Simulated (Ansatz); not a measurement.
A nudged elastic band was laid between two geometries of CH8OSiSn (12 atoms, charge 0, multiplicity 1).

Computed with RKS PBE-D4/def2-SVP in Ansatz 0.2.0.

```yaml
movable_images: 7
climbing_image: yes
spring: 5.0 eV/Å²
optimiser: quadratic models (default)
start_path: through a guess of the saddle point
force_threshold: 0.05 eV/Å
iteration_limit: 60
end_points: relaxed
```

Image 0:

```xyz
12
Properties=species:S:1:pos:R:3
C -1.113 1.596 -0.014
Si -0.932 -0.068 0.854
O 0.652 -0.612 0.850
Sn 1.817 -1.324 -0.626
H -0.805 1.534 -1.078
H -0.491 2.370 0.480
H -2.170 1.934 0.013
H -1.846 -1.068 0.175
H -1.356 0.065 2.293
H 1.968 -0.084 -1.824
H 1.045 -2.738 -1.256
H 3.307 -1.662 0.168
```

Image 8:

```xyz
12
Properties=species:S:1:pos:R:3
C -1.166 1.466 -0.247
Si -0.470 -0.042 0.628
O 0.323 0.537 2.007
Sn 1.215 -1.317 -0.883
H -0.355 2.151 -0.563
H -1.848 2.019 0.429
H -1.738 1.162 -1.147
H 0.763 -0.145 2.543
H -1.593 -0.987 0.998
H 2.274 -0.226 -1.715
H 0.450 -2.309 -2.081
H 2.221 -2.365 0.065
```

Q: Which bonds break or form, and what moves?

A: Bonds broken: Si2–H8, O3–Sn4. Bonds formed: O3–H8.

Q: What energy profile does the band end with?

A: It converged. The highest image is number 3 of 0 to 8, 65.2 kcal/mol above the first end and 66.5 kcal/mol above the last; the last end lies 1.3 kcal/mol below the first. Neighbouring images differ by up to 2.8 eV, so the band resolves the path poorly. A vibrational analysis at the climbing image gives one clearly imaginary mode, 1296i cm⁻¹, and a faint second one (21i cm⁻¹) that may be numerical noise or a soft torsion: probably a first-order saddle point. The orbitals stay closed-shell, which can raise the energy where a bond breaks towards radicals; this wasn't checked here.

```tsv
image	path coordinate (Å)	energy (kcal/mol)	Si2–H8 (Å)	O3–Sn4 (Å)	O3–H8 (Å)
0	0.00	0.0	1.51	2.01	2.63
1	1.45	0.0	1.51	2.01	2.63
2	2.90	0.8	1.51	2.00	2.55
3	4.34	65.2	1.68	2.09	1.22
4	6.25	53.3	2.42	2.10	0.98
5	8.15	50.7	2.13	2.68	0.98
6	10.04	4.3	2.21	3.27	0.98
7	11.94	0.1	2.28	3.56	0.97
8	13.84	-1.3	2.28	3.55	0.97
```

Q: What is the geometry of the highest image?

A: 
```xyz
12
Properties=species:S:1:pos:R:3
C -1.417 1.395 -0.232
Si -1.228 0.074 1.126
O 0.100 -1.086 0.567
Sn 1.857 -1.174 -0.552
H -1.775 0.963 -1.187
H -0.442 1.900 -0.409
H -2.140 2.177 0.085
H -1.007 -1.560 0.789
H -0.675 0.858 2.315
H 2.417 0.451 -0.752
H 1.419 -1.902 -2.055
H 2.968 -2.151 0.338
```

The run took 8.6 min on 2 threads of Arm Neoverse V1, on a shared host, peak memory 0.16 GiB.
